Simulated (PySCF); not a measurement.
Structure problem from calculated spectra and properties.

Formula: C5H6N2OSi.

| Property | Result |
| --- | --- |
| UV, first state | lowest singlet excitation: 4.33 eV (286 nm, f = 0.001) [TDDFT PBE0/def2-SVPD] |
| Triplet | lowest triplet excitation (Tamm–Dancoff): 3.72 eV [TDA PBE0/def2-SVPD] |
| Dipole | 3.56 D [PBE0/def2-SVPD] |
| NMR, other nuclei | isotropic shieldings of nuclei other than C and H, by class: -50 (1 N), -45 (1 N), -334 (1 O), 401 (1 Si) ppm [GIAO PBE0/pcSseg-1] |
| Polarisability | 91.7 au [PBE0/def2-SVPD] |
| Rotational structure | rotational constants A, B, C: 1.591, 1.128, 1.055 GHz [GFN2-xTB] |
| 13C NMR | chemical shifts (computed TMS as zero) by class: 198.1 (1 C), 121.6 (1 C), 120.9 (1 C), 40.2 (1 C), 19.1 (1 C) ppm [GIAO PBE0/pcSseg-1] |

Gas-phase values; electronic properties from PySCF, density fitting. Levels stand in brackets. The structure is a single GFN2-xTB conformer in the gas phase; no vibrational or solvent corrections. NMR values are class means; diastereotopic atoms form classes of their own.

**Question.** Give a SMILES that accounts for the data.

**Answer.** Numbering: `[N:1]#[C:2][CH2:3][C@@:4]([SiH3:5])([C:6]#[N:7])[CH:8]=[O:9]`. Its formula, C5H6N2OSi, gives 5 degrees of unsaturation: 0 rings and 5 π bonds in the structure found. 5 carbons fall into 5 classes; from least to most shielded: aldehyde carbon [C8] (198.1 ppm), nitrile carbon [C2] (121.6 ppm), nitrile carbon [C6] (120.9 ppm), sp3 carbon bound to silicon [C4] (40.2 ppm), sp3 carbon next to a nitrile [C3] (19.1 ppm). The other shieldings belong to: -50 ppm, nitrile nitrogen [N7]; -45 ppm, nitrile nitrogen [N1]; -334 ppm, aldehyde oxygen [O9]; 401 ppm, SiH3 silicon [Si5]. S1 is mainly HOMO→LUMO (weight 0.94); the largest Löwdin shares of the orbital it empties are 0.52 on the aldehyde oxygen, 0.14 on the aldehyde carbon, 0.11 on the sp3 carbon bound to silicon and 0.07 on the formyl hydrogen, of the orbital it fills 0.35 on the aldehyde carbon, 0.31 on the aldehyde oxygen, 0.09 on the SiH3 silicon and 0.09 on the sp3 carbon bound to silicon. The optimised geometry has point group C1 and is an asymmetric top. Structure: `N#CC[C@@]([SiH3])(C#N)C=O`. Computed isomers that give other values at the same levels: `C=C[C@@H](C#N)O[SiH2]C#N` (13C chemical shifts (computed TMS as zero) by class: 143.2 (1 C), 128.0 (1 C), 123.5 (1 C), 120.8 (1 C), 65.8 (1 C) ppm). The assignments are read from this structure; whether some other isomer fits the data as well wasn't checked. The mirror image fits equally.

The values belong to the conformer `[N:1]#[C:2][CH2:3][C@@:4]([SiH3:5])([C:6]#[N:7])[CH:8]=[O:9]`: C2–C3–C4–Si5 -54°, C3–C4–C8–O9 22°.
